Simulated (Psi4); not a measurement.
Psi4 input (wB97X-D/6-311+G**):

```
memory 1500 MB

molecule {
0 1
C     0.01425900   -0.00055500   -0.74078200
O     0.00715200    0.00561000    0.56769200
H     0.88752300    0.26011200    0.88741300
H    -1.03029300   -0.30166700   -0.98425100
symmetry c1
no_reorient
no_com
}

set {
  basis 6-311+G**
  reference rks
  scf_type pk
  dft_radial_points 99
  dft_spherical_points 590
  e_convergence 1e-8
  d_convergence 1e-7
  maxiter 150
}

e = energy('wb97x-d')
print_out(f'\nFINAL {e:.10f} DIPOLE {variable("CURRENT DIPOLE")[0]:.6f} {variable("CURRENT DIPOLE")[1]:.6f} {variable("CURRENT DIPOLE")[2]:.6f}\n')
```

Output:

```
   => Loading Basis Set <=

    Name: 6-311+G**
    Role: ORBITAL
    Keyword: BASIS
    atoms 1   entry C          line   129 file 6-311pgss.gbs
    atoms 2   entry O          line   171 file 6-311pgss.gbs
    atoms 3-4 entry H          line    42 file 6-311pgss.gbs

   => WB97X-D: Empirical Dispersion <=

    Chai and Head-Gordon Dispersion Correction
    Chai, J.-D.; Head-Gordon, M. (2010), J. Chem. Phys., 132: 6615-6620

        s6 =       1.000000

         ---------------------------------------------------------
                                   SCF
               by Justin Turney, Rob Parrish, Andy Simmonett
                          and Daniel G. A. Smith
                              RKS Reference
         ---------------------------------------------------------

  ==> Geometry <==

    Molecular point group: c1
    Full point group: C1

    Geometry (in Angstrom), charge = 0, multiplicity = 1:

       Center              X                  Y                   Z               Mass
    ------------   -----------------  -----------------  -----------------  -----------------
         C            0.014259000000    -0.000555000000    -0.740782000000    12.000000000000
         O            0.007152000000     0.005610000000     0.567692000000    15.994914619570
         H            0.887523000000     0.260112000000     0.887413000000     1.007825032230
         H           -1.030293000000    -0.301667000000    -0.984251000000     1.007825032230

  Running in c1 symmetry.

  Rotational constants: A =      9.70633  B =      1.22153  C =      1.08499 [cm^-1]
  Rotational constants: A = 290988.41043  B =  36620.57795  C =  32527.07998 [MHz]
  Nuclear repulsion =   30.756177142858064

  Charge       = 0
  Multiplicity = 1
  Electrons    = 16
  Nalpha       = 8
  Nbeta        = 8

  ==> Algorithm <==

  SCF Algorithm Type is PK.
  DIIS enabled.
  MOM disabled.
  Fractional occupation disabled.
  Guess Type is SAD.
  Energy threshold   = 1.00e-08
  Density threshold  = 1.00e-07
  Integral threshold = 1.00e-12

  ==> Primary Basis <==

  Basis Set: 6-311+G**
    Blend: 6-311+G**
    Number of shells: 28
    Number of basis functions: 56
    Number of Cartesian functions: 58
    Spherical Harmonics?: true
    Max angular momentum: 2

  ==> DFT Potential <==

   => LibXC <=

    Version 7.1.2
    S. Lehtola, C. Steigemann, M. J. T. Oliveira, and M. A. L. Marques,  SoftwareX 7, 1–5 (2018) (10.1016/j.softx.2017.11.002)

   => Composite Functional: WB97X-D <=

    wB97X-D Hyb-GGA Exchange-Correlation Functional

    J.-D. Chai and M. Head-Gordon,  Phys. Chem. Chem. Phys. 10, 6615–6620 (2008) (10.1039/B810189B)

    Deriv               =              1
    GGA                 =           TRUE
    Meta                =          FALSE

    Exchange Hybrid     =           TRUE
    MP2 Hybrid          =          FALSE

   => Exchange-Correlation Functionals <=

    1.0000   wB97X-D range-separated functional

   => Exact (HF) Exchange <=

    0.7780            HF,LR [omega = 0.2000]
    0.2220               HF

   => LibXC Density Thresholds  <==

    XC_HYB_GGA_XC_WB97X_D:  1.00E-14

   => Molecular Quadrature <=

    Radial Scheme          =       TREUTLER
    Pruning Scheme         =           NONE
    Nuclear Scheme         =       TREUTLER

    Blocking Scheme        =         OCTREE
    BS radius alpha        =              1
    Pruning alpha          =              1
    Radial Points          =             99
    Spherical Points       =            590
    Total Points           =         227973
    Total Blocks           =           1708
    Max Points             =            256
    Max Functions          =             56
    Weights Tolerance      =       1.00E-15

  ==> Integral Setup <==

  Using in-core PK algorithm.
   Calculation information:
      Number of atoms:                   4
      Number of AO shells:              28
      Number of primitives:             50
      Number of atomic orbitals:        58
      Number of basis functions:        56

      Integral cutoff                 1.00e-12
      Number of threads:                 1

  Performing in-core PK
  Using 3823218 doubles for integral storage.
  We computed 82612 shell quartets total.
  Whereas there are 82621 unique shell quartets.

  Computing range-separated integrals for PK
  We computed 82612 wK shell quartets total.
  Whereas there are 82621 wK unique shell quartets.

  ==> DiskJK: Disk-Based J/K Matrices <==

    J tasked:                  Yes
    K tasked:                  Yes
    wK tasked:                 Yes
    Omega:               2.000E-01
    Schwarz Cutoff:          1E-12


  Cached 100.0% of DFT collocation blocks in 0.340 [GiB].

  Minimum eigenvalue in the overlap matrix is 3.2869978040E-03.
  Reciprocal condition number of the overlap matrix is 5.4998671522E-04.
    Using symmetric orthogonalization.

  ==> Pre-Iterations <==

  SCF Guess: Superposition of Atomic Densities via on-the-fly atomic UHF (no occupation information).

   -------------------------
    Irrep   Nso     Nmo
   -------------------------
     A         56      56
   -------------------------
    Total      56      56
   -------------------------

  ==> Iterations <==

                        Total Energy        Delta E     RMS |[F,P]|

   @RKS iter SAD:  -113.82553376153632   -1.13826e+02   0.00000e+00
   @RKS iter   1:  -114.33973256815513   -5.14199e-01   7.60166e-03 DIIS/ADIIS
   @RKS iter   2:  -114.36408855364876   -2.43560e-02   7.09203e-03 DIIS/ADIIS
   @RKS iter   3:  -114.41333074910943   -4.92422e-02   1.37793e-03 DIIS/ADIIS
   @RKS iter   4:  -114.41555121942203   -2.22047e-03   2.40731e-04 DIIS/ADIIS
   @RKS iter   5:  -114.41565209046185   -1.00871e-04   4.49219e-05 DIIS
   @RKS iter   6:  -114.41565745949543   -5.36903e-06   7.00102e-06 DIIS
   @RKS iter   7:  -114.41565774820243   -2.88707e-07   1.96769e-06 DIIS
   @RKS iter   8:  -114.41565776756967   -1.93672e-08   3.38318e-07 DIIS
   @RKS iter   9:  -114.41565776836738   -7.97712e-10   1.00600e-07 DIIS
   @RKS iter  10:  -114.41565776844200   -7.46212e-11   2.46994e-08 DIIS
  Energy and wave function converged.

  ==> Post-Iterations <==

   Electrons on quadrature grid:
      Ntotal   =   16.0000000096 ; deviation = 9.578e-09

    Orbital Energies [Eh]
    ---------------------

    Doubly Occupied:

       1A    -19.341220     2A    -10.358630     3A     -1.223742
       4A     -0.785547     5A     -0.580972     6A     -0.557033
       7A     -0.521500     8A     -0.311950

    Virtual:

       9A      0.011608    10A      0.064043    11A      0.095149
      12A      0.125903    13A      0.129098    14A      0.201209
      15A      0.216450    16A      0.252691    17A      0.266251
      18A      0.290209    19A      0.310357    20A      0.385494
      21A      0.530393    22A      0.572481    23A      0.627118
      24A      0.661557    25A      0.689625    26A      0.877904
      27A      1.012299    28A      1.053644    29A      1.079299
      30A      1.179259    31A      1.287403    32A      1.330769
      33A      1.481125    34A      1.538870    35A      1.592932
      36A      1.688361    37A      1.921963    38A      1.931128
      39A      1.963773    40A      2.125051    41A      2.440039
      42A      2.586504    43A      2.667099    44A      2.742037
      45A      2.977248    46A      3.115336    47A      3.189061
      48A      3.259018    49A      3.543881    50A      3.790015
      51A      3.995787    52A      5.001034    53A      5.374858
      54A      5.673781    55A     23.817326    56A     49.929408

    Final Occupation by Irrep:
              A
    DOCC [     8 ]
    NA   [     8 ]
    NB   [     8 ]

  @RKS Final Energy:  -114.41565776844200

   => Energetics <=

    Nuclear Repulsion Energy =             30.7561771428580641
    One-Electron Energy =                -216.0679426716707781
    Two-Electron Energy =                  81.0581808913136115
    DFT Exchange-Correlation Energy =     -10.1618980587036045
    Empirical Dispersion Energy =          -0.0001750722393050
    VV10 Nonlocal Energy =                  0.0000000000000000
    Total Energy =                       -114.4156577684420029

Computation Completed

Properties will be evaluated at   0.000000,   0.000000,   0.000000 [a0]

Properties computed using the SCF density matrix

 Multipole Moments:

 ------------------------------------------------------------------------------------
     Multipole            Electronic (a.u.)      Nuclear  (a.u.)        Total (a.u.)
 ------------------------------------------------------------------------------------

 L = 1.  Multiply by 2.5417464519 to convert [e a0] to [Debye]
 Dipole X            :          0.0480185            0.0000000            0.0480185
 Dipole Y            :          0.0178525           -0.0000094            0.0178431
 Dipole Z            :          0.6493060            0.0000113            0.6493174
 Magnitude           :                                                    0.6513349

 ------------------------------------------------------------------------------------

FINAL -114.4156577684 DIPOLE 0.048018 0.017843 0.649317

*** Psi4 exiting successfully. Buy a developer a beer!
```

The geometry given is a B3LYP-D3(BJ)/def2-TZVP minimum.
